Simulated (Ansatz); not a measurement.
One change: `[NH2][GaH][SiH3]` becomes `[NH2][GaH][SiH2][SiH3]`.

Ansatz, PBE0-D4/def2-TZVP geometries, multiplicity 1. Each molecule was computed in one conformer, which needn't be the lowest.

Scalar relativity is left out up to krypton.

| property | `[NH2][GaH][SiH3]` |
| --- | --- |
| size of the dipole moment (B3LYP/def2-TZVPP) / D | 1.16 |
| HOMO energy (PBE0/def2-TZVPP) / eV | -7.47 |
| LUMO energy (PBE/def2-TZVPP) / eV | -1.91 |
| LUMO energy (B3LYP/def2-TZVPP) / eV | -1.38 |
| size of the dipole moment (PBE/def2-TZVPP) / D | 1.30 |
| HOMO energy (B3LYP/def2-TZVPP) / eV | -7.24 |

**Question.** Give the same properties after the change, and the shifts. (Best estimate.)

**Answer.** Computed: 
| property | `[NH2][GaH][SiH2][SiH3]` | shift |
| --- | --- | --- |
| size of the dipole moment (B3LYP/def2-TZVPP) / D | 1.21 | 0.05 |
| HOMO energy (PBE0/def2-TZVPP) / eV | -7.42 | 0.05 |
| LUMO energy (PBE/def2-TZVPP) / eV | -2.03 | -0.12 |
| LUMO energy (B3LYP/def2-TZVPP) / eV | -1.50 | -0.12 |
| size of the dipole moment (PBE/def2-TZVPP) / D | 1.36 | 0.06 |
| HOMO energy (B3LYP/def2-TZVPP) / eV | -7.20 | 0.04 |

With PBE0 the HOMO rises by 0.05 eV and the LUMO falls by 0.14 eV, so the gap narrows by about 0.19 eV. PBE moves the HOMO by 0.00 eV and ωB97M-V by 0.22 eV. Dipoles are sizes alone; their direction can turn.

B3LYP here is the variant with VWN-RPA as its local correlation; programs differ in this.
